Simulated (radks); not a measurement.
Results of a calculation; reference values are marked as such.
Ionisation of the mercury ion Hg59+, [Ar] 3d3, to [Ar] 3d2 as the strength of local exchange is varied. Code: a radial shooting solver on a logarithmic mesh with Libxc functionals. Model: scalar-relativistic Kohn-Sham, Slater X-alpha exchange (alpha = 2/3 is LDA exchange), no correlation, spin-unpolarised, spherical densities, finite nucleus; Fermi nuclear charge, rms radius 5.4648 fm.

alpha,E(Hg59+) (hartree),exchange (hartree),IE (eV),-e of the level emptied (eV),<r> of it (bohr)
0.592,-16080.7933,-177.6485,6113.8,6040.0 (3d),0.1522
0.667,-16103.5215,-200.3548,6133.1,6059.4 (3d),0.1520
0.743,-16126.5763,-223.4098,6152.6,6079.1 (3d),0.1517
0.793,-16141.7568,-238.6027,6165.5,6092.1 (3d),0.1516
0.81,-16146.9205,-243.7729,6169.9,6096.6 (3d),0.1515
0.975,-16197.1001,-294.0745,6212.6,6139.6 (3d),0.1510
0.977,-16197.7090,-294.6856,6213.2,6140.1 (3d),0.1510
1.026,-16212.6327,-309.6665,6225.9,6152.9 (3d),0.1509

NIST Atomic Spectra Database: 6192 eV (theoretical). The Delta-SCF value meets it near alpha = 0.90. Spin polarisation and multiplet splitting are left out, so open shells lie too high by an amount that depends on their filling. Spin-orbit splitting is averaged out at the scalar-relativistic level.

Beside tabulated values, note that spin-unpolarised runs miss the spin-polarisation part of the exchange energy of open shells.
